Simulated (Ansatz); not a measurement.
```yaml
crystal:
  periodic: [false, false, false]
  atoms:
    - {symbol: N, position_ang: [-0.259522, -2.037837, 0.815538]}
    - {symbol: Ti, position_ang: [0.619306, -0.586155, 0.143325]}
    - {symbol: N, position_ang: [2.329670, -0.873341, 0.710978]}
    - {symbol: N, position_ang: [0.634446, -0.983487, -1.641121]}
    - {symbol: C, position_ang: [0.982088, 1.653967, 0.663877]}
    - {symbol: C, position_ang: [0.273592, 1.103654, 1.677150]}
    - {symbol: C, position_ang: [-0.929084, 0.725178, 1.186552]}
    - {symbol: C, position_ang: [-0.973134, 1.015064, -0.139844]}
    - {symbol: Si, position_ang: [-2.277278, 0.643792, -1.293032]}
    - {symbol: C, position_ang: [0.228051, 1.590513, -0.449911]}
    - {symbol: H, position_ang: [-1.214252, -2.185477, 0.892192]}
    - {symbol: H, position_ang: [0.222329, -2.721114, 1.305460]}
    - {symbol: H, position_ang: [2.808790, -0.466724, 1.447529]}
    - {symbol: H, position_ang: [2.947250, -1.373408, 0.154509]}
    - {symbol: H, position_ang: [0.716320, -0.403115, -2.411553]}
    - {symbol: H, position_ang: [0.429572, -1.886991, -1.926575]}
    - {symbol: H, position_ang: [1.952855, 2.011750, 0.721197]}
    - {symbol: H, position_ang: [0.600419, 0.971074, 2.652601]}
    - {symbol: H, position_ang: [-1.674838, 0.252995, 1.729958]}
    - {symbol: H, position_ang: [-3.376451, 1.543038, -1.122997]}
    - {symbol: H, position_ang: [-2.771080, -0.680901, -1.095691]}
    - {symbol: H, position_ang: [-1.787223, 0.784858, -2.624481]}
    - {symbol: H, position_ang: [0.518172, 1.902677, -1.395659]}
basis:
  gaussian: {orbitals: def2-SVP}
hamiltonian: {xc: {name: CCSD(T)}, pseudopotentials: {relativity: none}}
```

```sh
$ ansatz run in.yaml --threads 4 --pin off --events-out ev --progress --plain --max-ram 66560MiB --backend cpu
```

Problem. How does Ansatz answer? (An estimate is asked.)

Solution. The calculation gave: The program refused the input.
```
Error: YAML parse error: error: line 29 column 19: hamiltonian.xc: no functional is named "CCSD(T)"; the names, which are not case-sensitive, are SVWN5, SPW92, PBE, PBE0, PBEsol, revPBE, revPBE0, RPBE, rPW86-PBE, HSE06, wPBEh, LC-wPBE, HISS, HF, BLYP, B3LYP, B3LYP5, BHLYP, CAM-B3LYP, r2SCAN, r2SCANh, r2SCAN0, r2SCAN50, m-r2SCAN, B97, wB97, wB97X, wB97X-V, B97M-V, wB97M-V, B2PLYP, B2GP-PLYP, PBE0-DH, PBE-QIDH
27 | basis:
28 |   gaussian: {orbitals: def2-SVP}
29 | hamiltonian: {xc: {name: CCSD(T)}, pseudopotentials: {relativity: none}}
```

HSE06 is defined as in plane-wave codes.
